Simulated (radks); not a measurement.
The lanthanum ion La2+, 55 electrons, occupied as [Kr] 4d10 5s1 5p6 5d1 4f1 (not the ground configuration). All-electron calculation, scalar-relativistic Kohn-Sham, SCAN, spin-polarised, spherical densities, finite nucleus; open shells are filled with parallel spins first (spin-orbit coupling, left out, can overturn this in heavy ions); meta-GGA in the generalised Kohn-Sham scheme; Fermi nuclear charge, rms radius 4.855 fm. Program: a radial shooting solver on a logarithmic mesh with Libxc functionals.

Radial electron density D(r) = 4 pi r^2 rho(r):

```
   r/bohr * D(r) (the largest magnitude, 96.3, reaches the edge; | marks zero)
 0.004617 |               *
 0.006257 |                      *
  0.00848 |                              *
   0.0114 |                                     *
  0.01545 |                                         *
  0.02094 |                                         *
  0.02815 |                                      *
  0.03816 |                                     *
  0.05171 |                                             *
  0.06952 |                                                      *
  0.09422 |                                                    *
   0.1277 |                                         *
   0.1717 |                                          *
   0.2327 |                                               *
   0.3153 |                              *
    0.424 |                *
   0.5746 |                   *
   0.7787 |               *
    1.055 |      *
    1.419 |   *
    1.923 |  *
    2.606 |*
    3.504 *
    4.749 *
    6.436 *
```

D(r) has 4 maxima, at r = 0.0176, 0.0771, 0.220, 0.613 bohr, and minima at 0.0338, 0.144, 0.448 bohr, inside which lie 1.97, 11.14, 28.99 electrons.
